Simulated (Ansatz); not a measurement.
Species: SF, charge -1, multiplicity 1. 
Geometry from a B3LYP-D3(BJ)/def2-TZVP (Ansatz, a first-principles code) optimisation:
```xyz
2

F      0.0000     0.0000    -1.1177
S      0.0000     0.0000     0.6287
```
Charge -1, spin multiplicity 1.

Parts of the frozen-core correlation energy in cc-pV(D+d)Z (Ansatz, hartree). Frozen orbitals: 6; correlated occupied orbitals by spin: 7 and 7; virtual: 24 and 24. Spin-orbit coupling is left out. Non-relativistic.

| term | value |
|---|---|
| reference (HF) | -496.94318 |
| MP2 opposite-spin | -0.23103 |
| MP2 same-spin | -0.08107 |
| CCSD correlation | -0.33082 |
| (T) | -0.00606 |
| CCSDT minus CCSD(T) | -0.00045 |
| CCSDT(Q) minus CCSD(T) | -0.00124 |
| T1 diagnostic | 0.013 |
| largest doubles amplitude | 0.079 |
